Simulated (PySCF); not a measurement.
PBE0 on C⁻ (carbon, charge -1), [He] 2s2 2p3, high-spin 4S determinant. Calculation: PySCF 2.14, in dyall-av3z (15s9p3d2f, 71 functions); scalar relativity by spin-free X2C-1e.

```
cycle= 1 E= -37.8747247505574  delta_E= -0.00427  |g|= 0.0153  |ddm|= 0.127
cycle= 2 E= -37.8746685115082  delta_E= 5.62e-05  |g|= 0.0174  |ddm|= 0.0297
cycle= 3 E= -37.874919466509  delta_E= -0.000251  |g|= 0.00244  |ddm|= 0.0201
cycle= 4 E= -37.8749249214961  delta_E= -5.45e-06  |g|= 0.000237  |ddm|= 0.0031
cycle= 5 E= -37.8749250011802  delta_E= -7.97e-08  |g|= 2.4e-05  |ddm|= 0.00057
cycle= 6 E= -37.8749250017262  delta_E= -5.46e-10  |g|= 1.81e-06  |ddm|= 3.62e-05
converged SCF energy = -37.8749250017262  <S^2> = 3.7526396  2S+1 = 4.0013196
```

Highest occupied orbital energy: 0.840 eV; ⟨L²⟩ = 0.00; populations by l: s 4.00, p 3.00, d 0.00, f 0.00.

Task: Can this result be used?

Result: With care. The calculation finished and met its thresholds. At PBE0 the highest occupied level has a positive energy, so only the finite basis holds that electron; in a semilocal or global hybrid functional this comes from self-interaction and does not mean that the real anion is unbound.
